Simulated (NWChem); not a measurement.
System: C5H5N; SMILES C=C/C=C/C#N

Input file for NWChem:

```
start job
memory heap 200 mb stack 900 mb global 1100 mb
geometry units angstroms noautosym nocenter noautoz
  C      0.415487    -2.841877     0.000000
  C     -0.353954    -1.741674     0.000000
  C      0.181731    -0.393910     0.000000
  C     -0.586936     0.718058     0.000000
  C     -0.043338     2.034576     0.000000
  N      0.384723     3.117887     0.000000
  H      1.501042    -2.777085     0.000000
  H     -0.014216    -3.838699     0.000000
  H     -1.439004    -1.839535     0.000000
  H      1.265273    -0.288838     0.000000
  H     -1.672442     0.645034     0.000000
end
basis spherical
  * library def2-svp
end
dft
  xc m05-2x
  iterations 150
end
cosmo
  do_cosmo_smd true
  solvent chcl3
end
task dft energy
```

NWChem printed, in part:

```
             Northwest Computational Chemistry Package (NWChem) 7.3.0
             --------------------------------------------------------

                             Geometry "geometry" -> ""
                             -------------------------

 Output coordinates in angstroms (scale by  1.889725989 to convert to a.u.)

  No.       Tag          Charge          X              Y              Z
 ---- ---------------- ---------- -------------- -------------- --------------
    1 C                    6.0000     0.41548700    -2.84187700     0.00000000
    2 C                    6.0000    -0.35395400    -1.74167400     0.00000000
    3 C                    6.0000     0.18173100    -0.39391000     0.00000000
    4 C                    6.0000    -0.58693600     0.71805800     0.00000000
    5 C                    6.0000    -0.04333800     2.03457600     0.00000000
    6 N                    7.0000     0.38472300     3.11788700     0.00000000
    7 H                    1.0000     1.50104200    -2.77708500     0.00000000
    8 H                    1.0000    -0.01421600    -3.83869900     0.00000000
    9 H                    1.0000    -1.43900400    -1.83953500     0.00000000
   10 H                    1.0000     1.26527300    -0.28883800     0.00000000
   11 H                    1.0000    -1.67244200     0.64503400     0.00000000

 Effective nuclear repulsion energy (a.u.)     177.7048521341

                                 NWChem DFT Module
                                 -----------------

 Summary of "ao basis" -> "ao basis" (spherical)
 ------------------------------------------------------------------------------
       Tag                 Description            Shells   Functions and Types
 ---------------- ------------------------------  ------  ---------------------
 C                          def2-svp                 6       14   3s2p1d
 N                          def2-svp                 6       14   3s2p1d
 H                          def2-svp                 3        5   2s1p

 in cosmo_initialize ...
 calling solv_data for solv:chcl3

 solvent parameters
 solvname_short: chcl3
 solvname_long:  chloroform
 dielec:        4.7113
 dielecinf:     2.0906
 nonaqueous SMD model solvent descriptors
 dielec:        4.7113
 sola:          0.1500
 solb:          0.0200
 solc:          0.0000
 solg:         38.3900
 solh:          0.7500
 soln:          1.4459

          ---------------
          -cosmo- solvent
          ---------------
 Cosmo: York-Karplus, doi: 10.1021/jp992097l
 dielectric constant -eps-     =   4.71
 screen = (eps-1)/(eps    )    =   0.78774
 surface charge correction     = lagrangian

   van der Waals surface
 --------------------------

[...]

                                COSMO-SMD solvation results
                                ---------------------------

             internal energy in gas <Psi(g)|H|Psi(g)> =      -248.003632244416
         internal energy in solvent <Psi(s)|H|Psi(s)> =      -248.002009026396
                               delta internal energy  =         0.001623218020 (    1.02 kcal/mol)
   total free energy in solvent <Psi(s)|H+V/2|Psi(s)> =      -248.013671584551
 polarization energy contribution <Psi(s)|V/2|Psi(s)> =        -0.011662558156 (   -7.32 kcal/mol)
    total free energy in solvent including G(SMD-CDS) =      -248.014148940184
                       G(SMD-CDS) energy contribution =        -0.000477355633 (   -0.30 kcal/mol)
     1 M fixed-concentration free energy of solvation =        -0.010516695768 (   -6.60 kcal/mol)

                       DFT Final Molecular Orbital Analysis
                       ------------------------------------

 Vector   19  Occ=2.000000D+00  E=-4.121311D-01
              MO Center=  8.2D-02,  2.3D+00,  2.9D-11, r^2= 2.1D+00
   Bfn.  Coefficient  Atom+Function         Bfn.  Coefficient  Atom+Function
  ----- ------------  ---------------      ----- ------------  ---------------
    74      0.402289   6 N  px               60     -0.350679   5 C  px
    77     -0.243644   6 N  px               63     -0.219411   5 C  px
    75     -0.167315   6 N  py              105     -0.148714  11 H  s
    46      0.147371   4 C  px               61      0.125553   5 C  py
    33      0.110009   3 C  py               78      0.101597   6 N  py

 Vector   20  Occ=2.000000D+00  E=-4.019123D-01
              MO Center=  4.0D-02, -3.0D-01, -2.5D-10, r^2= 5.4D+00
   Bfn.  Coefficient  Atom+Function         Bfn.  Coefficient  Atom+Function
  ----- ------------  ---------------      ----- ------------  ---------------
    20      0.312306   2 C  pz               76      0.259617   6 N  pz
    34      0.255996   3 C  pz                6      0.230858   1 C  pz
    62     -0.205100   5 C  pz               23      0.198557   2 C  pz
    79     -0.160837   6 N  pz               37      0.156017   3 C  pz
     9      0.144758   1 C  pz               65     -0.132400   5 C  pz

 Vector   21  Occ=2.000000D+00  E=-3.073138D-01
              MO Center= -3.8D-02, -5.2D-01,  4.3D-11, r^2= 5.2D+00
   Bfn.  Coefficient  Atom+Function         Bfn.  Coefficient  Atom+Function
  ----- ------------  ---------------      ----- ------------  ---------------
    48     -0.328046   4 C  pz                6      0.311442   1 C  pz
    51     -0.267145   4 C  pz               20      0.239869   2 C  pz
     9      0.238459   1 C  pz               76     -0.223551   6 N  pz
    34     -0.215065   3 C  pz               23      0.184404   2 C  pz
    79      0.162829   6 N  pz               37     -0.155386   3 C  pz

 Vector   22  Occ=0.000000D+00  E=-3.864611D-02
              MO Center=  4.8D-02, -3.3D-01,  5.3D-10, r^2= 5.4D+00
   Bfn.  Coefficient  Atom+Function         Bfn.  Coefficient  Atom+Function
  ----- ------------  ---------------      ----- ------------  ---------------
    37     -0.389540   3 C  pz                9      0.383563   1 C  pz
    51      0.365258   4 C  pz               34     -0.322447   3 C  pz
     6      0.309221   1 C  pz               48      0.287841   4 C  pz
    79     -0.246196   6 N  pz               76      0.227958   6 N  pz
    23     -0.183766   2 C  pz               20     -0.149978   2 C  pz

 Vector   23  Occ=0.000000D+00  E= 7.340333D-02
              MO Center= -8.5D-02,  2.0D+00,  5.5D-10, r^2= 3.2D+00
   Bfn.  Coefficient  Atom+Function         Bfn.  Coefficient  Atom+Function
  ----- ------------  ---------------      ----- ------------  ---------------
    31      0.917555   3 C  s               106     -0.549367  11 H  s
    77      0.476937   6 N  px               63     -0.438973   5 C  px
    60     -0.393738   5 C  px               74     -0.374783   6 N  px
    50      0.333065   4 C  py               17     -0.284962   2 C  s
    49     -0.279174   4 C  px               22     -0.254661   2 C  py

 Vector   24  Occ=0.000000D+00  E= 8.445543D-02
              MO Center=  1.4D-02, -1.1D+00, -1.6D-09, r^2= 5.0D+00
   Bfn.  Coefficient  Atom+Function         Bfn.  Coefficient  Atom+Function
  ----- ------------  ---------------      ----- ------------  ---------------
    23      0.745471   2 C  pz                9     -0.569119   1 C  pz
    37     -0.528212   3 C  pz               20      0.407611   2 C  pz
    34     -0.272699   3 C  pz                6     -0.271242   1 C  pz
    79     -0.228375   6 N  pz               62      0.206652   5 C  pz
    65      0.203275   5 C  pz               76      0.183647   6 N  pz

     Multipole analysis of the density
     ---------------------------------

     L   x y z        total         alpha         beta         nuclear
     -   - - -        -----         -----         ----         -------
     0   0 0 0     -0.000000    -21.000000    -21.000000     42.000000

     1   1 0 0     -0.421844     -0.221933     -0.221933      0.022023
     1   0 1 0     -2.231318     -1.471989     -1.471989      0.712661
     1   0 0 1      0.000000      0.000000      0.000000      0.000000

     2   2 0 0    -22.985077    -36.172144    -36.172144     49.359211
     2   1 1 0     -2.928562      1.013075      1.013075     -4.954713
     2   1 0 1     -0.000000     -0.000000     -0.000000      0.000000
     2   0 2 0    -34.402292   -356.272849   -356.272849    678.143407
     2   0 1 1     -0.000000     -0.000000     -0.000000      0.000000
     2   0 0 2    -28.266561    -14.133280    -14.133280      0.000000
```

Level: M05-2X/def2-SVP, SMD on the gas-phase geometry. Geometry: optimised at B3LYP/6-31G* (spherical d). Solvent: chloroform.
